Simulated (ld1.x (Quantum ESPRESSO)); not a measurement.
Os (Z = 76): excitation energies, all-electron against ultrasoft

- Element: osmium
- Generator: ld1.x (Quantum ESPRESSO) 7.5
- Type: ultrasoft
- Functional: PBEsol
- Relativity: scalar-relativistic
- Frozen core: [Kr] 4d10 4f14
- Valence charge: 16
- Reference configuration: 5s2 5p6 5d6 6s1 6p0 (charge +1)
- Partial waves: 5s (bound): rcut 1.30, rcutus 1.55 bohr; 6s (bound): rcut 1.30, rcutus 1.55 bohr; 5p (bound): rcut 1.70, rcutus 2.05 bohr; 6p (bound, empty): rcut 1.70, rcutus 2.05 bohr; 5d (bound): rcut 1.75, rcutus 2.25 bohr; 5d channel at -0.55 Ry: rcut 1.75, rcutus 2.25 bohr
- Local potential: all-electron potential smoothed inside 2.10 bohr (lloc = -2)
- Core correction: a·sin(br)/r model core, default radius (core density twice the valence density)
- Augmentation charge: built from norm-conserving waves at rcut, not smoothed further

Energies are relative to the spin-unpolarised reference configuration 5s2 5p6 5d6 6s1 6p0; without spin polarisation the order of configurations can differ from experiment.

```
valence configuration  charge  ΔE all-electron (eV)  error AE − PS (meV)
  5s2 5p6 5d6 6s0 6p0      +2                16.940                +2388
  5s2 5p6 5d5 6s0 6p0      +3                45.818                +2345
  5s2 5p6 5d7 6s0 6p0      +1                -0.544                +2381
  5s2 5p6 5d5 6s2 6p0      +1                 1.494                -3036
  5s2 5p6 5d5 6s2 6p1       0                -3.473                -3537
```

Q: What are ΔE and the potential's error for 5s2 5p5 5d6 6s2 6p0?

A: ΔE = 47.326 eV all-electron; the error (AE − PS) is -3790 meV.

Q: What are ΔE and the potential's error for 5s2 5p6 5d6 6s2 6p0?

A: ΔE = -9.624 eV all-electron; the error (AE − PS) is -1521 meV.

Levels in the configuration 5s2 5p6 5d5 6s0 6p0:

```csv
level,all-electron (eV),pseudo (eV)
5s,-122.280,-122.659
5p,-81.311,-81.564
5d,-35.016,-35.099
```

These tests converged, but a pseudo level misses the all-electron one widely, so the file describes the atom poorly there or has found another state: 5s2 5p6 5d6 6s2 6p0: 5d by 1.4 eV; 5s2 5p6 5d6 6s0 6p0: empty 6s by 2.9 eV; 5s2 5p6 5d5 6s0 6p0: empty 6s by 3.8 eV; 5s2 5p6 5d7 6s0 6p0: empty 6s by 2.1 eV; 5s2 5p6 5d5 6s2 6p1: 5d by 2.3 eV.

A Bessel basis up to 400 Ry misses an occupied level by 1.00 Ry, so cutoffs and ghosts were not judged. The potential misses its own reference levels by up to 1.9 eV, so it is not fit for use.
